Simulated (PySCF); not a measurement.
In(F)2(OH) (F₂HInO), SMILES [OH][In]([F])[F].

Geometry: B3LYP-D3(BJ)/def2-SVP. The def2 effective core potentials stand for the cores of In; spin–orbit coupling is left out. The values are those of a single conformer.

These are B3LYP-D3(BJ)/def2-SVP (PySCF 2.14.0) values and carry that method's errors.

Frequencies are harmonic and unscaled.

```csv
mode,ν (cm⁻¹),IR (km/mol),moving atoms (share of kinetic energy)
1,107,24.3,"O 48 %, F 32 %, In 13 %"
2,125,26.4,"F 82 %, In 13 %"
3,143,41.1,"F 42 %, In 32 %, O 25 %"
4,282,93.1,H 93 %
5,586,0.2,"F 58 %, O 41 %"
6,625,66.4,"F 66 %, In 19 %, O 16 %"
7,640,66.8,"F 50 %, O 31 %, In 19 %"
8,874,68.5,H 93 %
9,3801,73.6,H 94 %
```
